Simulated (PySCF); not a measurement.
## Simulated absorption spectrum

Species: C6H15P2 (charge +1).
InChI=1S/C6H15P2/c1-4-6-8(3,7)5-2/h4H,1,5-7H2,2-3H3/q+1/t8-/m0/s1

Level of theory: PySCF 2.14.0, density-fitted response routines, TDDFT CAM-B3LYP/def2-SVPD, vertical, gas phase, core orbitals frozen in the response. Isolated species at its PBE0-D3(BJ)/def2-SVP geometry (one conformer only). Torsions of this conformer, `[CH2:1]=[CH:2][CH2:3][P@@+:4]([CH3:5])([PH2:6])[CH2:7][CH3:8]`: C1–C2–C3–P4 105°, C2–C3–P4–C5 -61°, C3–P4–C7–C8 -63°, H–P6–P4–C3 70°, H–P6–P4–C3 165°.

Computed states:

| state | E (eV) | f |
| --- | --- | --- |
| S1 | 6.76 | 0.195 |
| S2 | 6.92 | 0.058 |
| S3 | 7.12 | 0.133 |
| S4 | 7.21 | 0.166 |
| S5 | 7.43 | 0.040 |
| S6 | 7.67 | 0.023 |
| S7 | 7.76 | 0.018 |
| S8 | 7.95 | 0.024 |
| S9 | 8.03 | 0.033 |
| S10 | 8.23 | 0.0008 |

Each state is given a Gaussian of 0.25 eV full width at half maximum, with ε(max) = 2.175×10⁸ f / Δν̃ (Δν̃ the width in cm⁻¹). The cross-section is σ = 3.8235×10⁻²¹ ε cm², given in Mb (10⁻¹⁸ cm²). The width is an assumption, not a result. The curve ends short of the highest state used, and states not computed would add to its high-energy end.

Question: Give the broadened spectrum and its maxima.

Answer: 
(E (eV), σ (Mb)): (6.38, 0.14), (6.44, 0.88), (6.49, 3.24), (6.55, 11.61), (6.60, 26.40), (6.65, 48.30), (6.71, 75.45), (6.76, 87.87), (6.82, 84.15), (6.87, 71.54), (6.92, 60.52), (6.98, 59.88), (7.03, 72.57), (7.09, 97.00), (7.14, 112.79), (7.19, 113.78), (7.25, 93.62), (7.30, 68.42), (7.36, 42.76), (7.41, 29.62), (7.47, 20.84), (7.52, 16.58), (7.57, 14.65), (7.63, 15.25)

Maxima: 183 nm (6.78 eV), ε about 23000, made up of S1 (89%) and S2 (10%); 173 nm (7.17 eV), ε about 30000, made up of S3 (43%) and S4 (55%) (ε in L mol⁻¹ cm⁻¹; maxima over ε = 5, shares over 10%). At its high-energy end, 7.63 eV, the curve is still rising (ε about 4000, from S5, S6 and S7).

Question: On this curve, what absorbance would a 10⁻⁵ mol/L sample give at 193 nm over a 1 cm path?

Answer: 193 nm is 6.424 eV, where ε is about 140 L mol⁻¹ cm⁻¹, so A = ε c l ≈ 0.0014 (Beer–Lambert, with the gas-phase spectrum and the assumed width).

Question: What would ε be at 7.17 eV, the highest of these maxima, with half the width (0.125 eV)?

Answer: About 45600 L mol⁻¹ cm⁻¹ against 30200, a factor of about 1.5; a lone state at its own centre would give exactly 2.

Question: Coming from long wavelengths, where does ε first pass 100 L mol⁻¹ cm⁻¹?

Answer: At about 193 nm (6.41 eV), 0.35 eV below S1.

The vertical ionisation energy (ΔSCF) is 13.57 eV, 5.34 eV above S10.
